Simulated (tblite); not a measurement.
`CCN1[C@@H]([SiH3])CCN1C`. The geometry is computed with GFN2-xTB (gas phase).

```
atom  x, y, z in Å
C1     2.7670   -0.3265    0.3935
C2     1.5320   -0.9061   -0.2825
N3     0.3305   -0.2549    0.2059
C4    -0.9172   -0.8939   -0.2732
Si5   -1.6579   -1.7383    1.2620
C6    -1.7455    0.2374   -0.8902
C7    -0.6610    1.2715   -1.2182
N8     0.3176    1.1289   -0.1495
C9     0.0165    1.9409    1.0163
H10    2.8467    0.7331    0.1680
H11    2.6921   -0.4508    1.4706
H12    3.6607   -0.8338    0.0395
H13    1.6309   -0.8116   -1.3774
H14    1.4428   -1.9682   -0.0376
H15   -0.6723   -1.6165   -1.0634
H16   -1.9526   -0.7044    2.2527
H17   -0.6697   -2.6788    1.7862
H18   -2.8916   -2.4500    0.9101
H19   -2.4531    0.6544   -0.1716
H20   -2.2998   -0.0895   -1.7677
H21   -1.0326    2.2937   -1.2717
H22   -0.1715    1.0223   -2.1659
H23   -1.0039    1.8054    1.3959
H24    0.1632    2.9880    0.7531
H25    0.7177    1.6717    1.8030
```

(1) Give the dihedral angles H15–C4–C6–H20, C4–C6–C7–H22, H11–C1–C2–H13.

(2) Work out the bond lengths C1–C2, C4–C6, C4–H15, C6–H19, C9–H24 in bohr.

(3) How far apart are these pairs, which share no bond: C1···C4, C2···H17, C9···H20, H17···H24?

(4) How far are the heavy atoms from their best plane (unweighted least squares)?

(5) Where is the centre of mass (commonest isotopes), and what is the radius of gyration?

(6) What is the repulsion energy of the bare nuclei, Σ ZA·ZB/RAB?

(7) Write the matrix of distances between heavy atoms (Å, lower triangle).

Answers

(1) H15–C4–C6–H20 27° (synperiplanar); C4–C6–C7–H22 82° (synclinal); H11–C1–C2–H13 -178° (antiperiplanar). Dihedral signs follow IUPAC: positive where, seen along the central bond, the front bond turns clockwise onto the rear one.

(2) For C1–C2 the difference vector is (-1.2350, -0.5796, -0.6760) Å, of length 1.5225 Å. 1 bohr = 0.529177 Å. C1–C2 2.877; C4–C6 2.895; C4–H15 2.076; C6–H19 2.062; C9–H24 2.059 bohr.

(3) C1···C4 3.787 Å (3 bonds apart); C2···H17 3.503 Å (4 bonds apart); C9···H20 4.152 Å (4 bonds apart); H17···H24 5.820 Å (6 bonds apart).

(4) 0.718 Å rms; C1 0.01, C2 0.69, N3 0.08, C4 0.42, Si5 0.90, C6 0.63, C7 0.79, N8 0.10, C9 1.46 Å (magnitudes).

(5) Mass 144.108 u; centre at (-0.176, -0.145, 0.165) Å; Rg = √(Σ m r²/M) = 2.130 Å. As Ia + Ib + Ic = 2 Σ m r², the three principal moments sum to 1307.2 u·Å².

(6) 591.57 Eh over 300 pairs, with full nuclear charges and distances in bohr; the largest single term is 23.37 Eh (C4 with Si5).

(7) 
```
C1    0.000
C2    1.523  0.000
N3    2.445  1.451  0.000
C4    3.787  2.449  1.481  0.000
Si5   4.725  3.641  2.696  1.902  0.000
C6    4.725  3.524  2.399  1.532  2.923  0.000
C7    4.111  3.229  2.311  2.376  4.025  1.534  0.000
N8    2.900  2.374  1.429  2.373  3.757  2.366  1.456  0.000
C9    3.619  3.477  2.362  3.251  4.050  3.105  2.429  1.452  0.000
```

Its GFN2-xTB frequencies are all real (lowest 49 cm⁻¹). The numbers are those of one conformer.
